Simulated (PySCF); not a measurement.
Compound: C2H6OSi.
SMILES with atom numbers: `[CH2:1]=[CH:2][O:3][SiH3:4]` (hydrogens: H5, H6 on C1; H7 on C2; H8, H9, H10 on Si4)

The same species was optimised twice, with GFN2-xTB and with PBE0-D3(BJ)/def2-SVP (PySCF), and the same property calculations (PySCF, gas phase) were run on both structures.

```csv
coordinate,GFN2-xTB,PBE0-D3(BJ)/def2-SVP,change
O3–Si4 (Å),1.629,1.683,+0.054
Si4–H10 (Å),1.454,1.485,+0.031
Si4–H9 (Å),1.464,1.493,+0.029
Si4–H8 (Å),1.465,1.493,+0.028
C1–H6 (Å),1.076,1.094,+0.018
C1–H5 (Å),1.073,1.090,+0.017
C1=C2 (Å),1.321,1.336,+0.015
C2–H7 (Å),1.085,1.096,+0.011
C2–O3 (Å),1.342,1.348,+0.006
C2–O3–Si4 (°),133.2,126.3,-6.9
O3–Si4–H10 (°),98.8,105.1,+6.3
H8–Si4–H10 (°),113.4,110.8,-2.6
H9–Si4–H10 (°),113.3,110.8,-2.5
C2–C1–H5 (°),120.9,119.4,-1.5
C2–C1–H6 (°),121.4,122.9,+1.5
O3–Si4–H8 (°),111.0,110.4,-0.6
O3–Si4–H9 (°),111.0,110.3,-0.7
C1–C2–O3–Si4 (°),0,0,0
```

Rotational constants: A = 16901, B = 3652, C = 3109 MHz (GFN2-xTB) against A = 15206, B = 3773, C = 3135 MHz (PBE0-D3(BJ)/def2-SVP). Point groups within 0.08 Å: Cs and Cs.

On the GFN2-xTB structure: C1s of C1 (eV) 290.01 [delta-SCF UKS SCAN, pcX-2 on the ionised atom, pcseg-1 elsewhere, spin-free X2C]; C1s of C2 (eV) 292.31 [delta-SCF UKS SCAN, pcX-2 on the ionised atom, pcseg-1 elsewhere, spin-free X2C]; O1s of O3 (eV) 538.69 [delta-SCF UKS SCAN, pcX-2 on the ionised atom, pcseg-1 elsewhere, spin-free X2C]; Si1s of Si4 (eV) 1847.40 [delta-SCF UKS SCAN, pcX-2 on the ionised atom, pcseg-1 elsewhere, spin-free X2C]; Si2p of Si4 (eV) 107.78 [delta-SCF UKS SCAN, pcX-2 on the ionised atom, pcseg-1 elsewhere, spin-free X2C].

Question: What do these properties become on the PBE0-D3(BJ)/def2-SVP structure?

Answer: 
```json
{"property": "C1s of C1 (eV)", "level": "delta-SCF UKS SCAN, pcX-2 on the ionised atom, pcseg-1 elsewhere, spin-free X2C", "on GFN2-xTB": "290.01", "on PBE0-D3(BJ)/def2-SVP": "290.09", "change": "+0.08"}
{"property": "C1s of C2 (eV)", "level": "delta-SCF UKS SCAN, pcX-2 on the ionised atom, pcseg-1 elsewhere, spin-free X2C", "on GFN2-xTB": "292.31", "on PBE0-D3(BJ)/def2-SVP": "292.33", "change": "+0.02"}
{"property": "O1s of O3 (eV)", "level": "delta-SCF UKS SCAN, pcX-2 on the ionised atom, pcseg-1 elsewhere, spin-free X2C", "on GFN2-xTB": "538.69", "on PBE0-D3(BJ)/def2-SVP": "538.68", "change": "-0.01"}
{"property": "Si1s of Si4 (eV)", "level": "delta-SCF UKS SCAN, pcX-2 on the ionised atom, pcseg-1 elsewhere, spin-free X2C", "on GFN2-xTB": "1847.40", "on PBE0-D3(BJ)/def2-SVP": "1847.67", "change": "+0.27"}
{"property": "Si2p of Si4 (eV)", "level": "delta-SCF UKS SCAN, pcX-2 on the ionised atom, pcseg-1 elsewhere, spin-free X2C", "on GFN2-xTB": "107.78", "on PBE0-D3(BJ)/def2-SVP": "108.00", "change": "+0.22"}
```

The heavy atoms differ by 0.055 Å rms after alignment. Among all bonds O3–Si4 changes most (+0.054 Å). Changes are differences of the printed values. Neither structure is proved a minimum here.

Conformer computed: `[CH2:1]=[CH:2][O:3][SiH3:4]`: C1–C2–O3–Si4 0°.
